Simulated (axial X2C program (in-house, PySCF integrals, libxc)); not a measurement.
**What spin–orbit coupling does to AlFe**

Calculated with an in-house all-electron X2C program for linear molecules (integrals from PySCF). Spin-free means the one-electron spin-free X2C Hamiltonian; two-component (2c) means X2C with spin–orbit coupling and atomic mean-field two-electron Coulomb terms, the Gaunt term switched off, so the difference of the two also holds small scalar two-electron terms. Basis: Fe dyall-v3z [9s10p6d3f2g], Al dyall-v3z [8s8p2d1f] (cores contracted in-house); Gaussian nuclei, density fitting, unrestricted open shells. Masses: Fe 55.935 u, Al 26.982 u.

Spin-free state: M_S = 3/2, Λ = 0 (beyond evenly filled blocks: σα, δ+α, δ-α); fragments Fe + Al.

| level | Re (Å) | ωe (cm⁻¹) | De (eV) | μ (D) |
| --- | --- | --- | --- | --- |
| PBE0 | 2.414 | 299.9 | 1.483 | -0.83 |
| BLYP | 2.426 | 285.1 | 2.198 | -0.14 |
| r2SCAN0 | 2.407 | 306.3 | 1.312 | -0.75 |

Dipoles are positive if Al is the positive end.

Two-component determinant lowest at the distance of the search:

Ω = 3/2 (⟨Sz⟩ = 1.50, ⟨Lz⟩ = 0.00 at PBE0); fragments Fe + Al.

| level | Re (Å) | ωe (cm⁻¹) | μ (D) |
| --- | --- | --- | --- |
| PBE0 | 2.414 | 299.9 | -0.82 |
| BLYP | 2.426 | 285.1 | -0.14 |
| r2SCAN0 | 2.407 | 306.4 | -0.75 |

From the two tables, how do the constants change at the PBE0 level (2c against spin-free)?

At the PBE0 level Re is unchanged within 0.001 Å and ωe stays the same within 0.2 cm⁻¹.

The state is a single determinant with fixed occupations, the lowest that a limited PBE0 search found. De is counted from the lowest determinant-based energies of the atoms at the same level, without counterpoise correction. De is not given where an atomic determinant may have missed its ground term or J level, or where the truncated virtual space spoils (T). Density functionals use the spin component along the axis (collinear). The functionals have no current-density term, which raises determinants with orbital currents, atoms included. With several unpaired electrons one determinant need not be a pure state. This is the top spin component of a Σ state; components of lower Ω are not single determinants and can lie lower. The determinant is spin-polarised beyond a pure state at some levels (its spin-free form has ⟨S²⟩ too high), which makes Re and μ there less reliable.
